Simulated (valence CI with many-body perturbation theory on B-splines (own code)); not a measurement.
**E1 line list for Pd XIV**

Computed by relativistic CI+MBPT: five valence electrons over a frozen Dirac-Fock core [Ar] 3d10, a basis of 11 s, 11 p, 10 d, 8 f, 5 g, 2 h functions for each j, with the one-electron correlation potential Σ1, the two-electron term Σ2, the three-electron term Σ3, Breit, model QED; selected CI, second order for the rest, scaled by the run's own slope (own B-spline code, finite nucleus).

No measured spectrum was set against this ion. As an estimate, levels hold to about 250 cm⁻¹ or 0.2 % of their energy and the worst to 1 %, as in measured heavy ions of charge 2 to 7; those with d or f electrons hold less well. Among the levels kept, up to 2300 cm⁻¹ of a level comes from second order outside the variational space, and about a tenth of that is noise between levels of different J, which matters for small intervals.

Lines 151 to 200 of 544 in falling wavelength, among levels below 1112000 cm⁻¹, chosen from the strongest by gf and those to the six lowest levels. Wavelengths and rates use the calculated energies, so an error of 900 cm⁻¹ moves a line at 22.74 nm by 0.2 % and its rate by three times that or more. Electric multipoles are in the length gauge with retardation, E1 and E2 with the static RPA response of the core. Weak lines are less certain than strong ones. Lines between different terms over intervals too small for the method are left out, as are lines whose strength nearly cancels. Where a level lies close to another of its J and parity, the split of strength between their lines is uncertain. The highest levels of a list are the least certain.

Names give the largest LS component (configuration and term), which can be under half, so a name can repeat, a term be missing and a line seem to break the LS rules; names also repeat where a configuration has a term twice. Letters in brackets count levels of one name in rising energy.

| λ vac (nm) | Upper | Lower | A (s⁻¹) | S (a.u.) with core polarisation | S without |
| --- | --- | --- | --- | --- | --- |
| 22.74 | 4s2 4p2 4d 4F_5/2 | 4s2 4p3 2D°_3/2 | 8.01e+07 | 2.79e-03 | 2.92e-03 |
| 22.69 | 4s2 4p 4d2 4P°_5/2 [a] | 4s2 4p2 4d 2F_7/2 [c] | 7.51e+09 | 2.60e-01 | 2.84e-01 |
| 22.66 | 4s 4p3 4d 4D°_5/2 [e] | 4s2 4p2 4d 4F_5/2 | 6.92e+09 | 2.39e-01 | 2.61e-01 |
| 22.59 | 4s2 4p2 4d 2F_5/2 | 4s2 4p3 2D°_5/2 | 1.57e+08 | 5.35e-03 | 5.78e-03 |
| 22.56 | 4s2 4p 4d2 4D°_7/2 [a] | 4s2 4p2 4d 2G_9/2 | 2.80e+09 | 1.27e-01 | 1.39e-01 |
| 22.52 | 4s2 4p2 4f 2D°_3/2 [b] | 4s2 4p2 4d 2D_3/2 [c] | 7.85e+09 | 1.77e-01 | 1.92e-01 |
| 22.37 | 4s2 4p2 4d 4F_7/2 | 4s2 4p3 2D°_5/2 | 2.92e+08 | 1.29e-02 | 1.38e-02 |
| 22.10 | 4s2 4p2 4d 4D_3/2 | 4s2 4p3 2D°_5/2 | 8.80e+09 | 1.88e-01 | 2.04e-01 |
| 22.09 | 4s2 4p2 4d 4P_3/2 | 4s2 4p3 2P°_3/2 | 8.27e+08 | 1.76e-02 | 1.91e-02 |
| 22.07 | 4s2 4p2 4d 4P_1/2 | 4s2 4p3 2P°_3/2 | 7.64e+09 | 8.11e-02 | 8.83e-02 |
| 22.06 | 4s2 4p 4d2 4D°_7/2 [a] | 4s2 4p2 4d 2F_7/2 [b] | 3.91e+09 | 1.66e-01 | 1.82e-01 |
| 22.05 | 4s2 4p2 4d 2F_7/2 [a] | 4s2 4p3 2D°_5/2 | 2.50e+08 | 1.06e-02 | 1.13e-02 |
| 22.03 | 4s 4p3 4d 2D°_5/2 [b] | 4s 4p4 2P_3/2 | 4.50e+09 | 1.43e-01 | 1.56e-01 |
| 22.02 | 4s2 4p2 4f 2G°_7/2 [a] | 4s2 4p2 4d 2G_7/2 | 5.86e+09 | 2.47e-01 | 2.69e-01 |
| 21.98 | 4s 4p3 4d 4D°_3/2 [d] | 4s2 4p2 4d 4F_3/2 | 5.11e+09 | 1.07e-01 | 1.17e-01 |
| 21.93 | 4s2 4p2 4f 2D°_5/2 [b] | 4s2 4p2 4d 2F_7/2 [c] | 1.26e+10 | 3.93e-01 | 4.27e-01 |
| 21.79 | 4s2 4p2 4d 2P_3/2 [a] | 4s2 4p3 2P°_1/2 | 1.91e+09 | 3.90e-02 | 4.24e-02 |
| 21.60 | 4s2 4p2 4f 2G°_7/2 [b] | 4s2 4p2 4d 2G_9/2 | 8.33e+09 | 3.31e-01 | 3.61e-01 |
| 21.48 | 4s2 4p2 4d 4D_1/2 | 4s2 4p3 2D°_3/2 | 6.77e+09 | 6.63e-02 | 7.20e-02 |
| 21.46 | 4s2 4p2 4f 4G°_9/2 | 4s2 4p2 4d 2G_9/2 | 2.79e+09 | 1.36e-01 | 1.49e-01 |
| 21.41 | 4s 4p3 4d 4F°_3/2 [a] | 4s 4p4 4P_5/2 | 3.28e+08 | 6.36e-03 | 6.84e-03 |
| 21.40 | 4s2 4p2 4d 4D_3/2 | 4s2 4p3 2D°_3/2 | 1.06e+08 | 2.06e-03 | 2.15e-03 |
| 21.39 | 4s2 4p2 4d 4F_3/2 | 4s2 4p3 4S°_3/2 | 3.65e+09 | 7.05e-02 | 7.64e-02 |
| 21.38 | 4s 4p3 4d 4D°_5/2 [a] | 4s 4p4 4P_5/2 | 1.65e+09 | 4.78e-02 | 5.15e-02 |
| 21.36 | 4s2 4p2 4d 4D_5/2 | 4s2 4p3 2D°_5/2 | 3.17e+09 | 9.15e-02 | 9.86e-02 |
| 21.36 | 4s2 4p2 4d 2P_1/2 [a] | 4s2 4p3 2P°_3/2 | 1.27e+10 | 1.23e-01 | 1.34e-01 |
| 21.35 | 4s2 4p2 4f 4G°_7/2 | 4s2 4p2 4d 2G_9/2 | 7.67e+09 | 2.95e-01 | 3.21e-01 |
| 21.26 | 4s2 4p 4d2 2P°_3/2 | 4s2 4p2 4d 2D_5/2 [c] | 6.50e+09 | 1.23e-01 | 1.33e-01 |
| 21.23 | 4s2 4p2 4f 4F°_5/2 | 4s2 4p2 4d 2D_5/2 [a] | 1.01e+10 | 2.88e-01 | 3.11e-01 |
| 21.15 | 4s2 4p2 4f 2G°_7/2 [b] | 4s2 4p2 4d 2F_7/2 [b] | 5.37e+09 | 2.00e-01 | 2.17e-01 |
| 21.09 | 4s2 4p2 4f 4G°_5/2 | 4s2 4p2 4d 2G_7/2 | 3.96e+09 | 1.10e-01 | 1.20e-01 |
| 21.08 | 4s 4p3 4d 4D°_3/2 [c] | 4s 4p4 2S_1/2 | 9.57e+09 | 1.77e-01 | 1.92e-01 |
| 21.05 | 4s 4p3 4d 2D°_5/2 [d] | 4s2 4p2 4d 2F_7/2 [a] | 6.81e+09 | 1.88e-01 | 2.05e-01 |
| 21.04 | 4s2 4p 4d2 2P°_3/2 | 4s2 4p2 4d 2D_5/2 [b] | 9.25e+09 | 1.70e-01 | 1.84e-01 |
| 20.98 | 4s2 4p 4d2 4G°_9/2 | 4s2 4p2 4d 4F_9/2 | 4.21e+09 | 1.92e-01 | 2.05e-01 |
| 20.88 | 4s 4p3 4d 4D°_7/2 [a] | 4s 4p4 4P_5/2 | 7.31e+08 | 2.63e-02 | 2.83e-02 |
| 20.83 | 4s2 4p2 4d 4F_5/2 | 4s2 4p3 4S°_3/2 | 5.23e+09 | 1.40e-01 | 1.51e-01 |
| 20.81 | 4s2 4p 4d2 4D°_5/2 [a] | 4s2 4p2 4d 2G_7/2 | 1.22e+10 | 3.25e-01 | 3.53e-01 |
| 20.78 | 4s2 4p 4d2 4P°_5/2 [a] | 4s2 4p2 4d 2D_5/2 [a] | 1.01e+10 | 2.68e-01 | 2.90e-01 |
| 20.77 | 4s2 4p2 4d 2D_5/2 [a] | 4s2 4p3 2P°_3/2 | 4.90e+09 | 1.30e-01 | 1.41e-01 |
| 20.76 | 4s 4p3 4d 4P°_5/2 [a] | 4s 4p4 2D_3/2 | 5.72e+09 | 1.52e-01 | 1.64e-01 |
| 20.76 | 4s2 4p 4d2 4D°_5/2 [b] | 4s2 4p2 4d 2F_7/2 [b] | 7.02e+09 | 1.86e-01 | 2.02e-01 |
| 20.73 | 4s2 4p 4d2 4D°_5/2 [b] | 4s2 4p2 4d 4P_5/2 | 4.96e+09 | 1.31e-01 | 1.40e-01 |
| 20.72 | 4s2 4p 4d2 2S°_1/2 | 4s2 4p2 4d 2P_1/2 [b] | 1.24e+10 | 1.09e-01 | 1.19e-01 |
| 20.71 | 4s2 4p2 4d 4D_5/2 | 4s2 4p3 2D°_3/2 | 2.54e+09 | 6.68e-02 | 7.19e-02 |
| 20.69 | 4s2 4p2 4d 2P_3/2 [a] | 4s2 4p3 2D°_5/2 | 3.76e+10 | 6.58e-01 | 7.16e-01 |
| 20.62 | 4s2 4p 4d2 2S°_1/2 | 4s2 4p2 4d 2D_3/2 [b] | 1.93e+10 | 1.67e-01 | 1.80e-01 |
| 20.61 | 4s 4p3 4d 4D°_3/2 [a] | 4s 4p4 4P_5/2 | 7.33e+08 | 1.27e-02 | 1.37e-02 |
| 20.60 | 4s2 4p 4d2 4G°_9/2 | 4s2 4p2 4d 2F_7/2 [a] | 2.27e+09 | 9.81e-02 | 1.07e-01 |
| 20.55 | 4s2 4p2 4d 4P_3/2 | 4s2 4p3 2P°_1/2 | 2.73e+08 | 4.68e-03 | 4.94e-03 |
